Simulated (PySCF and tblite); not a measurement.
Results of a calculation; reference values are marked as such.
# Conformers and averaged properties: C9H12O, numbered as in [CH3:1][C:2](=[O:3])[CH2:4][C:5]1=[CH:6][CH2:7][CH:8]=[CH:9][CH2:10]1

Level: PBE0-D3(BJ)/6-31G*//GFN2-xTB, thermal terms from GFN2-xTB, symmetry numbers and mirror pairs counted. Conformers within 3 kcal/mol (GFN2-xTB free energy) were kept, 10 at most. GIAO shieldings: PBE0/6-31G*. Shifts are against TMS (¹H), TMS (¹³C) at the same level. Codes: tblite and PySCF.

Torsions listed: O3–C2–C4–C5, C2–C4–C5–C10. The 6-ring runs over atoms 5–6–7–8–9–10. Of a mirror pair one member is shown.

```csv
conformer,shape,symmetry,E(GFN2) kcal/mol,E(DFT) kcal/mol,G(298.15 K) kcal/mol,weight %,dipole D
1,"6-ring boat (ring torsions 12, -12, 0, 12, -12, 0°); 90°, -76°",C1 (pair),0.00,0.00,0.00,82.9,2.62
2,"6-ring flat; 104°, 114°",C1 (pair),1.29,1.36,1.02,14.9,2.76
3,"6-ring boat (ring torsions -11, 11, 0, -13, 13, -1°); -71°, -74°",C1 (pair),1.73,2.42,2.14,2.2,2.44
```

Weights (%) against temperature:

| T (K) | 1 | 2 | 3 | S(mix) cal/mol/K |
| --- | --- | --- | --- | --- |
| 180 | 95.5 | 4.3 | 0.2 | 1.76 |
| 230 | 90.5 | 8.7 | 0.8 | 2.06 |
| 298.15 | 82.9 | 14.9 | 2.2 | 2.42 |
| 330 | 79.4 | 17.4 | 3.1 | 2.56 |
| 400 | 72.6 | 22.1 | 5.3 | 2.81 |

Averaged shifts at 298.15 K. ¹H: 5.84 (H9, 1H), 5.84 (H6, 1H), 5.80 (H8, 1H), 3.00 (H4, 2H), 2.79 (H10, 2H), 2.78 (H7, 2H), 2.08 (H1, 3H) ppm. ¹³C: 193.9 (C2), 126.5 (C5), 120.6 (C9), 120.0 (C6), 119.2 (C8), 52.4 (C4), 29.6 (C10), 29.4 (C7), 26.6 (C1) ppm.

Coordinates of conformer 1 (Å):

```xyz
22

C    -2.613    0.831   -0.840
C    -2.152   -0.524   -0.375
O    -2.279   -1.527   -1.030
C    -1.451   -0.520    0.972
C     0.012   -0.256    0.708
C     0.563    0.932    0.909
C     2.000    1.240    0.625
C     2.662    0.162   -0.174
C     2.117   -1.022   -0.383
C     0.782   -1.422    0.161
H    -3.419    1.178   -0.195
H    -2.970    0.778   -1.865
H    -1.790    1.538   -0.768
H    -1.868    0.253    1.617
H    -1.567   -1.500    1.438
H    -0.023    1.751    1.306
H     2.069    2.194    0.088
H     2.541    1.381    1.570
H     3.633    0.406   -0.584
H     2.631   -1.773   -0.967
H     0.922   -2.168    0.954
H     0.192   -1.912   -0.621
```

Coordinates of conformer 2 (Å):

```xyz
22

C    -2.713    0.081   -0.570
C    -2.185   -0.519    0.708
O    -2.547   -1.588    1.128
C    -1.115    0.305    1.401
C     0.169    0.163    0.611
C     0.787   -1.005    0.517
C     2.046   -1.230   -0.258
C     2.455   -0.027   -1.046
C     1.846    1.142   -0.960
C     0.678    1.406   -0.061
H    -3.133    1.065   -0.376
H    -3.477   -0.562   -0.998
H    -1.895    0.191   -1.278
H    -1.414    1.352    1.450
H    -0.979   -0.081    2.412
H     0.378   -1.872    1.018
H     2.855   -1.509    0.429
H     1.911   -2.084   -0.932
H     3.298   -0.161   -1.710
H     2.180    1.984   -1.552
H    -0.126    1.877   -0.639
H     0.971    2.135    0.706
```

Shifts are unscaled: against experiment ¹³C can be off by 15 ppm or more and ¹H by 0.8 ppm.

Search and properties took 5.1 min on 1 thread of Intel Xeon @ 2.50GHz (shared host) (rough), launched as `OMP_NUM_THREADS=1 python ens_run.py task.json out`.
